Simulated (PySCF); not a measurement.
Numbering as in the mapped SMILES `[CH3:1][C:2](=[O:3])[NH:4][C:5]1=[C:6]([CH2:7][SiH3:8])[CH2:9][SiH2:10]1` (H(Xn): hydrogen on atom n).

How the numbers were obtained: GIAO PBE0/pcSseg-1 shieldings, geometry: GFN2-xTB, in PySCF (one computed conformer, averaged over atoms made equivalent by symmetry, fast rotation or ring inversion, in vacuum, non-relativistic).

References, each an isolated molecule treated in the same way: $^{13}$C (σref 186.93) and $^{1}$H (σref 31.72) and $^{29}$Si (σref 349.16) against TMS; H2O for $^{17}$O (σref 336.08); $^{15}$N (σref 267.73) vs NH3.

| atoms | nucleus | count | Hirshfeld charge | δ (ppm) |
| --- | --- | --- | --- | --- |
| Si10 | $^{29}$Si | 1 | 0.31 | -61.1 |
| O3 | $^{17}$O | 1 | -0.24 | 415.9 |
| H(Si8) | $^{1}$H | 3 | -0.08 | 3.88 |
| H(C7) | $^{1}$H | 2 | 0.04 | 1.92 |
| C9 | $^{13}$C | 1 | -0.18 | 28.4 |
| N4 | $^{15}$N | 1 | -0.09 | 159.6 |
| H(Si10) | $^{1}$H | 2 | -0.08 | ? |
| Si8 | $^{29}$Si | 1 | 0.32 | -77.2 |
| C1 | $^{13}$C | 1 | -0.12 | ? |
| C7 | $^{13}$C | 1 | -0.16 | 16.3 |
| C6 | $^{13}$C | 1 | -0.01 | 133.7 |
| H(C9) | $^{1}$H | 2 | 0.02 | ? |
| C2 | $^{13}$C | 1 | 0.19 | 171.8 |
| H(C1) | $^{1}$H | 3 | 0.06 | ? |
| H(N4) | $^{1}$H | 1 | 0.14 | ? |
| C5 | $^{13}$C | 1 | -0.08 | 133.0 |

Estimate the values marked ?.

Answers


- C1: 23.7 ppm, methyl carbon α to a carbonyl; α to the electron-withdrawing carbonyl group
- H(N4): 6.47 ppm, hydrogen on an amide-type nitrogen; exchangeable; this is the value without hydrogen bonding to other molecules
- H(Si10): 5.02 ppm, hydrogen on a silicon bonded to 2 C, in a 4-membered ring
- H(C1): 1.99 ppm, hydrogen on a methyl carbon α to a carbonyl; α to C=O
- H(C9): 1.88 ppm, hydrogen on an allylic sp3 CH2 bonded to Si; allylic position

Exchangeable OH/NH protons stand at their gas-phase positions; hydrogen bonding in a real sample shifts them, mostly to higher δ. Shifts are as computed. Against solution values, carbons near 30 ppm lie about +3 ppm off and those near 130 ppm about +5 ppm. Of 1211 compounds with measured shifts, 218 miss one by over three times the rms of a fit or turn the order of signals round; such compounds aren't used in these exercises. Hydrogen bonding in solution shields acid and N–H amide carbonyl oxygens by tens of ppm. The C=O carbon of an acid or of an amide with N–H lies up to 10 ppm further downfield in solution, through hydrogen bonding that the calculation lacks. Unscaled 17O shifts of doubly bonded oxygen tend to come out too high, by tens of ppm or more. Experimental scales use liquid or dissolved standards, which lie at an offset from isolated NH3 (liquid NH3: subtract about 20 ppm) and H2O (liquid H2O: subtract about 36 ppm). Unscaled 15N shifts of sp2 nitrogen come out 20 to 40 ppm too high even then.
